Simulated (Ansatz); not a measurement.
Input and output for C2H2FInS, SMILES `FC1=[CH][InH][S]1`.

```yaml
crystal:
  periodic: [false, false, false]
  atoms:
    - {symbol: F, position_ang: [0.165121, -1.365087, 1.945627]}
    - {symbol: C, position_ang: [0.016578, -0.708085, 0.800087]}
    - {symbol: C, position_ang: [0.404993, 0.565648, 0.624906]}
    - {symbol: In, position_ang: [-0.222360, 0.652127, -1.363014]}
    - {symbol: S, position_ang: [-0.739510, -1.628942, -0.510558]}
    - {symbol: H, position_ang: [0.870271, 1.171086, 1.390411]}
    - {symbol: H, position_ang: [-0.495073, 1.313243, -2.887459]}
basis:
  gaussian: {orbitals: def2-mTZVPP, fitting: {mean_field: cc-pVTZ-jkfit}, nuclear_model: gaussian}
hamiltonian: {xc: {name: PBEsol}}
output: {forces: true}
```

```sh
$ ansatz run in.yaml --threads 2 --pin off --events-out ev --progress --plain --max-ram 22528MiB --backend cpu
```

Shortened log:

```
Functional definition: PBEsol
Error: <dir> the basis set cc-pVTZ-JKFIT has no functions for In
```
